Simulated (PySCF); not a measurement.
An unknown shows these calculated signals:

1H NMR (600 MHz, computed): δ 1.61 (m, 3H), 1.08 (s, 9H).

13C{1H} NMR (computed): δ 132.7 (C), 41.1 (C), 25.7 (CH3), 21.4 (CH3).

How the numbers were obtained: GIAO PBE0/pcSseg-1 shieldings, GFN2-xTB structure, in PySCF (one averaged value for each set of equivalent atoms, one computed conformer, relativity neglected, gas phase).

References, each an isolated molecule treated in the same way: 1H, 13C against TMS.

Question: Which of these does the molecule contain: a CH3CH2 unit, a tert-butyl group, a Si–H bond, an amide?

Answer: 
- A CH3CH2 unit: no.
- A tert-butyl group: yes (δC 25.7, 41.1; δH 1.08 (s)).
- A Si–H bond: no.
- An amide: no.

The data belong to `CC(C)(C)C(C)(F)F`, C₆H₁₂F₂; they needn't prove each group on their own.

Carbon signals by region: 1 in the sp2 and nitrile region (100–160 ppm), 3 below 50 ppm.

Splittings by 19F in the carbon and heteronuclear signals aren't shown, as no couplings were computed. Shifts are as computed. Against solution values, carbons near 30 ppm lie about +3 ppm off and those near 130 ppm about +5 ppm. Of 1211 compounds with measured shifts, 218 miss one by over three times the rms of a fit or turn the order of signals round; such compounds aren't used in these exercises. No couplings were computed; multiplicities are counted from neighbouring protons, with m where these are inequivalent, close in shift, in a saturated or five-membered ring or joined by F or P, and br s for small geminal =CH2 splittings.
